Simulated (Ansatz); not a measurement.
Geometry optimisation, RKS PBE0-D4/def2-SVP in Ansatz 0.2.0.

Input:

```yaml
crystal:
  periodic: [false, false, false]
  atoms:
    - { symbol: C, position_ang: [2.0706, -0.1174, 1.7374] }
    - { symbol: C, position_ang: [1.2766, -0.3255, 0.8136] }
    - { symbol: Si, position_ang: [0.0877, -0.7096, -0.6215] }
    - { symbol: C, position_ang: [-1.2525, 0.4914, -0.6788] }
    - { symbol: C, position_ang: [-2.2506, 1.2375, -0.7348] }
    - { symbol: H, position_ang: [2.6789, 0.1671, 2.5335] }
    - { symbol: H, position_ang: [-0.29903, 1.01476, -0.75009] }
    - { symbol: H, position_ang: [-0.3503, -2.0823, -0.4718] }
    - { symbol: H, position_ang: [-3.0696, 1.9409, -0.7103] }
basis:
  gaussian: { orbitals: def2-SVP }
hamiltonian:
  xc: pbe0
  dispersion: d4
relax:
  f_tol: 0.02
  max_steps: 50
```

Command:

```bash
$ ansatz run input.yaml --threads 2 --pin off --max-ram 3072MiB --backend cpu --events-out ev --progress --plain --runs-dir out
```

Problem. Where does it end, and by what steps?

Solution. It converged. After 13 steps the energy has fallen by 4.135 eV; H7 moved furthest, 1.84 Å. Parted: C4–H7 (1.09 → 2.72 Å).

| step | energy less start (eV) | largest force component (eV/Å) | accepted |
| --- | --- | --- | --- |
| 0 | 0.0000 | 2.443 | yes |
| 1 | -0.6540 | 1.618 | yes |
| 2 | -0.9449 | 1.544 | yes |
| 3 | -1.3008 | 1.563 | yes |
| 4 | -1.8375 | 1.935 | yes |
| 5 | -2.5182 | 2.245 | yes |
| 6 | -3.1200 | 1.847 | yes |
| 7 | -3.6331 | 0.979 | yes |
| 8 | -3.8811 | 0.603 | yes |
| 9 | -4.0209 | 0.361 | yes |
| 10 | -4.1076 | 0.143 | yes |
| 11 | -4.1180 | 1.486 | yes |
| 12 | -4.1343 | 0.028 | yes |
| 13 | -4.1347 | 0.003 | yes |

```xyz
9
Properties=species:S:1:pos:R:3
C 1.896 -0.021 1.792
C 1.158 -0.163 0.836
Si 0.059 -0.390 -0.613
C -1.444 0.643 -0.430
C -2.445 1.324 -0.322
H 2.549 0.105 2.638
H 0.786 0.014 -1.849
H -0.337 -1.823 -0.711
H -3.331 1.928 -0.225
```

Run time: 21 s on 2 threads of Intel(R) Xeon(R) Platinum 8488C (Sapphire Rapids), on a shared host, peak memory 0.2 GiB.
